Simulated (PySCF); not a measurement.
Electronic structure of Pt (platinum, neutral) at the UHF level

Configuration: [Xe] 4f14 5d9 6p1, one real determinant (an excited configuration). Computed with PySCF 2.14 in def2-SVPD with the def2 core potential (60 electrons) (6s4p2d1f, 35 functions), with scalar relativity through the core potential.

```
Total energy                                                  : -118.239572 hartree
One-electron energy                                           : -207.2717 hartree
Hartree (Coulomb) energy                                      : 99.8351 hartree
Exchange energy                                               : -10.8030 hartree
⟨S²⟩                                                          : 2.0019
⟨L²⟩                                                          : 8.209
Sum of ⟨r⟩                                                    : 28.21 bohr
Sum of ⟨r²⟩                                                   : 62.05 bohr²
Traceless quadrupole moment −½Σ⟨3z² − r²⟩ along its main axis : -8.49 e·bohr²
```

| shell | electrons | mean orbital energy (hartree) | spread (hartree) | rms radius, mean of both spins (bohr) |
| --- | --- | --- | --- | --- |
| 5s α | 1 | -4.53374 | 0 | 1.04 |
| 5s β | 1 | -4.48088 | 0 | 1.04 |
| 5p α | 3 | -2.64765 | 0.04859 | 1.20 |
| 5p β | 3 | -2.57538 | 0.04207 | 1.20 |
| 5d α | 5 | -0.50369 | 0.05578 | 1.80 |
| 5d β | 4 | -0.46871 | 0.02321 | 1.80 |
| 6p α | 1 | -0.13045 | 0 | 4.69 |

⟨L²⟩ = 8.21 against 12 for a pure F term, so this real determinant mixes terms. Energies and moments cover only the electrons outside the core potential. Spin-orbit coupling, absent here, splits the open shell strongly.
